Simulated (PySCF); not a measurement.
SMILES c1cc(C#C)c([SiH3])cc1 (C₈H₈Si), GFN2-xTB optimised geometry.

```
17

C     -2.29    -2.36     0.01
C     -1.66    -1.33     0.00
C     -0.95    -0.11     0.00
C     -1.67     1.09     0.00
C     -1.00     2.30     0.00
C      0.39     2.31     0.00
C      1.09     1.12     0.00
C      0.45    -0.11     0.00
Si     1.41    -1.73     0.00
H     -2.83    -3.25     0.01
H     -2.75     1.06     0.00
H     -1.55     3.22     0.00
H      0.92     3.25     0.00
H      2.17     1.15     0.00
H      1.08    -2.49    -1.21
H      2.83    -1.41     0.02
H      1.05    -2.51     1.19
```

Density from PBE/def2-SVP (PySCF) at that geometry.

Minimum of the electron density along straight lines between bonded atoms, close to the bond critical point (lines longer than 1.1 times the sum of covalent radii, or with two minima, are not listed):

```csv
bond,length / Å,ρ at the minimum / e bohr⁻³,∇²ρ there / e bohr⁻⁵,position (fraction from the first atom)
C1–C2,1.201,___,-1.04,0.48
C2–C3,1.416,0.286,-0.70,0.52
C3–C4,1.394,0.304,-0.74,0.50
C4–C5,1.381,0.311,-0.77,0.50
C5–C6,1.386,0.309,-0.76,0.50
C6–C7,1.384,0.310,-0.77,0.50
C3–C8,1.402,0.297,-0.70,0.51
C7–C8,1.389,0.305,-0.73,0.50
C8–Si9,1.887,0.112,0.32,0.62
C1–H10,1.049,0.292,___,0.66
C4–H11,1.081,0.282,-1.06,0.64
C5–H12,1.080,0.281,-1.06,0.63
C6–H13,1.081,0.281,-1.05,0.63
C7–H14,1.081,0.282,-1.06,0.63
Si9–H15,1.464,0.116,0.32,0.49
Si9–H16,1.465,0.116,0.32,0.49
Si9–H17,1.464,0.117,0.32,0.49
```

**Question.** What belongs in the gaps?

**Answer.** 
- C1–C2, ρ at the minimum / e bohr⁻³: 0.397
- C1–H10, ∇²ρ there / e bohr⁻⁵: -1.20
